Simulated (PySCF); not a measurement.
## Orbital picture of VBr

ωB97M-V at R = 2.387 Å; basis V def2-TZVPP, Br def2-TZVPP; no relativity; PySCF 2.14. State: ⁵Δ (quintet), unpaired electrons σ ↑, π ↑↑, δ ↑. Only the outer orbitals are listed, counted within each symmetry.

```tsv
spin	orbital	occ.	ε (eV)	on V (%)	main shells (%)
α	12σ	1	-22.60	6	94 Br s
α	13σ	1	-10.83	19	80 Br p, 10 V d
α	6π	1	-10.46	43	56 Br p, 43 V d
α	6π	1	-10.46	43	56 Br p, 43 V d
α	2δ	1	-9.74	100	100 V d
α	7π	1	-8.62	60	56 V d, 40 Br p
α	7π	1	-8.62	60	56 V d, 40 Br p
α	14σ	1	-7.67	99	57 V s, 39 V d
α	15σ	0	-0.42	94	40 V d, 32 V p, 22 V s
α	2δ	0	0.28	100	100 V d
α	8π	0	0.99	98	92 V p
β	5π	1	-45.80	100	100 V p
β	5π	1	-45.80	100	100 V p
β	11σ	1	-45.19	100	100 V p
β	12σ	1	-22.57	5	95 Br s
β	13σ	1	-10.63	13	86 Br p
β	6π	1	-9.78	6	94 Br p
β	6π	1	-9.78	6	94 Br p
β	14σ	0	-0.39	99	91 V s
β	15σ	0	1.67	99	58 V d, 41 V p
β	2δ	0	1.68	100	100 V d
```

Task: Which are the highest filled and the lowest empty level, where do they sit, and how wide is the gap?

Result: Highest filled α 14σ at -7.67 eV (in %: 57 V s, 39 V d); lowest empty α 15σ at -0.42 eV (in %: 40 V d, 32 V p, 22 V s); the gap at ωB97M-V is 7.25 eV.

| Property | Result |
| --- | --- |
| bond order (Mayer) | 1.06 |
| ⟨S²⟩ | 6.008 |
| charge on V (Mulliken, basis-dependent) | 0.40 |
| charge on V (Löwdin, basis-dependent) | -0.06 |
| dipole moment (positive dipole means V(−)Br(+)) | -5.12 D |

Spin–orbit coupling is left out. The state is the lowest single determinant that the PBE0 search found; with open d or f shells the true ground state can be another one.
